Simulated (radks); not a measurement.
Results of a calculation; reference values are marked as such.
W65+, 9 electrons, occupied as [He] 2s2 2p5. Level of theory: non-relativistic Kohn-Sham, PBE, spin-polarised, spherical densities, point nucleus; open shells are filled with parallel spins first (spin-orbit coupling, left out, can overturn this in heavy ions); relativity is left out, which matters for an element this heavy (a radial shooting solver on a logarithmic mesh with Libxc functionals).

Normalised radial functions P(r) = r R(r), r in bohr:

```
   r/bohr * 2p down (the largest magnitude, 3.68, reaches the edge; | marks zero)
0.0007472 *
0.0008225 *
0.0009054 *
0.0009966 *
 0.001097 *
 0.001208 *
 0.001329 *
 0.001463 *
 0.001611 *
 0.001773 *
 0.001952 *
 0.002148 |*
 0.002365 |*
 0.002603 |*
 0.002865 |*
 0.003154 |*
 0.003472 |*
 0.003821 | *
 0.004207 | *
  0.00463 | *
 0.005097 |  *
  0.00561 |  *
 0.006176 |   *
 0.006798 |    *
 0.007483 |     *
 0.008237 |      *
 0.009067 |       *
 0.009981 |        *
  0.01099 |          *
  0.01209 |           *
  0.01331 |             *
  0.01454 |               *
    0.016 |                  *
  0.01761 |                    *
  0.01939 |                       *
  0.02134 |                           *
  0.02349 |                              *
  0.02586 |                                 *
  0.02846 |                                     *
  0.03133 |                                        *
  0.03449 |                                            *
  0.03796 |                                               *
  0.04179 |                                                  *
    0.046 |                                                    *
  0.05063 |                                                     *
  0.05574 |                                                      *
  0.06135 |                                                      *
  0.06753 |                                                    *
  0.07434 |                                                  *
  0.08183 |                                              *
  0.09007 |                                          *
  0.09915 |                                     *
   0.1091 |                                *
   0.1201 |                          *
   0.1322 |                    *
   0.1456 |               *
   0.1602 |           *
   0.1764 |       *
   0.1942 |    *
   0.2137 |  *
   0.2352 | *
    0.259 |*
    0.285 |*
```

2p down: eigenvalue -15603.1 eV, 0 radial nodes, <r> = 0.0714 bohr, 90 % of the charge inside 0.115 bohr.
